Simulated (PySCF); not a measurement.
1,1-dichlorobuta-1,2-diene (C4H4Cl2), SMILES C(C)=C=C(Cl)Cl. Atoms are numbered in the order given.

```xyz
10

C     -3.1956     0.4806     0.0000
C     -2.1200    -0.5709     0.0000
C     -0.8288    -0.3385     0.0000
C      0.4552    -0.0970     0.0000
Cl     1.3838     0.0749     1.4713
Cl     1.3838     0.0749    -1.4713
H     -3.8429     0.3669    -0.8860
H     -2.7725     1.4945     0.0000
H     -3.8429     0.3669     0.8860
H     -2.4551    -1.6190     0.0000
```

Geometry optimised at B3LYP-D3(BJ)/def2-SVP.

All values below come from PySCF with TDA-PBE/def2-SVPD.

Vertical excitations. Isolated molecule, no solvent. State labels are in the subgroup Cs.

Computed excitation energies, oscillator strengths and character:
```tsv
state	symmetry	energy (eV)	λ (nm)	f	main pairs
S1	A"	4.19	296	0.000	HOMO→LUMO 100 %
S2	A'	5.23	237	0.000	HOMO→LUMO+2 96 %
S3	A'	5.50	225	0.008	HOMO−2→LUMO 44 %, HOMO−1→LUMO 39 %, HOMO→LUMO+1 13 %
S4	A"	5.66	219	0.000	HOMO−1→LUMO+1 100 %
S5	A"	5.80	214	0.000	HOMO−1→LUMO+2 98 %
S6	A'	5.93	209	0.104	HOMO→LUMO+1 38 %, HOMO→LUMO+3 31 %, HOMO−2→LUMO 23 %
S7	A'	5.98	207	0.002	HOMO−3→LUMO 97 %
S8	A'	6.43	193	0.016	HOMO→LUMO+3 57 %, HOMO−2→LUMO 15 %, HOMO−1→LUMO 10 %
S9	A"	6.43	193	0.007	HOMO−4→LUMO 85 %
S10	A"	6.53	190	0.000	HOMO−2→LUMO+1 99 %
T1	A"	3.84	323	0	HOMO→LUMO 100 %
T2	A'	4.01	309	0	HOMO−1→LUMO 71 %, HOMO→LUMO+1 23 %
T3	A'	4.18	296	0	HOMO→LUMO+1 73 %, HOMO−1→LUMO 24 %
T4	A'	4.73	262	0	HOMO→LUMO+2 98 %
```
Triplets are in the Tamm–Dancoff approximation.
